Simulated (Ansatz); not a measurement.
Ansatz (a quantum-chemistry and plane-wave program) input (B3LYP-D3(BJ)/def2-TZVP):

Ansatz 0.2 input:
```yaml
crystal:
  periodic: [false, false, false]
  atoms:
    - {symbol: C, position_ang: [-0.01611342, -0.22295817, -0.19812480]}
    - {symbol: F, position_ang: [-0.10185627, -1.09707882, 0.81843249]}
    - {symbol: Cl, position_ang: [-1.40238052, 0.75371611, -0.36685837]}
    - {symbol: Cl, position_ang: [1.51673373, 0.51015660, -0.33010092]}
basis:
  gaussian:
    orbitals: def2-TZVP
hamiltonian:
  xc: b3lyp
  dispersion: d3bj
magnetization: {spin_polarized: true, initial_magnetization: 1}
relax: {f_tol: 0.002, max_steps: 150}
```

End of the output:

```
relax step   3: F+E_penalty+E_count = -28800.52305954 eV  Δ(F+E_penalty+E_count) = -4.442e-3 eV  max|allowed force component| = 2.421e-2 eV/Å  Δτ_max = 0.0116 Å  (34 SCF iters, accepted)
these checks for a lower state are left out or cut short: starts, cluster_reference, orbital_swaps, neighbouring_geometries, increment
integrals: 0.05 GiB planned
862 factors; their error is unknown
mean field: 0.67 GiB planned
mean field evaluation 32: about -28800.2938 eV, gradient 2.1e-4 eV
mean field -28800.36105128 eV, -1058.3937470486 hartree, gradient 2.7e-5 eV, S^2 0.753501; 0 other end points of the search recorded, 0 dependent functions left out
the calculation of the forces begins
reference -28800.36126824 eV, -1058.3937550219 hartree; 25, 24 occupied and 111, 112 virtual orbitals, 862 factors
relax step   4: F+E_penalty+E_count = -28800.52308300 eV  Δ(F+E_penalty+E_count) = -2.345e-5 eV  max|allowed force component| = 1.037e-2 eV/Å  Δτ_max = 0.0020 Å  (34 SCF iters, accepted)
these checks for a lower state are left out or cut short: starts, cluster_reference, orbital_swaps, neighbouring_geometries, increment
integrals: 0.05 GiB planned
862 factors; their error is unknown
mean field: 0.67 GiB planned
mean field -28800.36103739 eV, -1058.3937465382 hartree, gradient 8.0e-5 eV, S^2 0.753497; 0 other end points of the search recorded, 0 dependent functions left out
the calculation of the forces begins
reference -28800.36125435 eV, -1058.3937545113 hartree; 25, 24 occupied and 111, 112 virtual orbitals, 862 factors
relax step   5: F+E_penalty+E_count = -28800.52309629 eV  Δ(F+E_penalty+E_count) = -1.329e-5 eV  max|allowed force component| = 1.893e-3 eV/Å  Δτ_max = 0.0010 Å  (23 SCF iters, accepted)
integrals: 0.05 GiB planned
862 factors; their error is unknown
mean field: 0.67 GiB planned
mean field -28800.36103739 eV, -1058.3937465382 hartree, gradient 8.0e-5 eV, S^2 0.753497; 1 other end points of the search recorded, 0 dependent functions left out
the calculation of the forces begins
reference -28800.36125435 eV, -1058.3937545113 hartree; 25, 24 occupied and 111, 112 virtual orbitals, 862 factors
Total energy: -28800.52331325 eV, -1058.3997100659 hartree
Atom 0 at    -0.017368    -0.238370    -0.198303 Å, force     0.000090     0.000865    -0.000367 eV/Å
Atom 1 at    -0.101407    -1.092232     0.816558 Å, force    -0.000113    -0.001033     0.000803 eV/Å
Atom 2 at    -1.412264     0.759878    -0.365971 Å, force     0.001893    -0.000079    -0.000188 eV/Å
Atom 3 at     1.527423     0.514559    -0.328935 Å, force    -0.001870     0.000247    -0.000248 eV/Å
Dipole moment:     0.007621     0.085266    -0.040203 e Å
```

It need not be the lowest isomer of its formula.
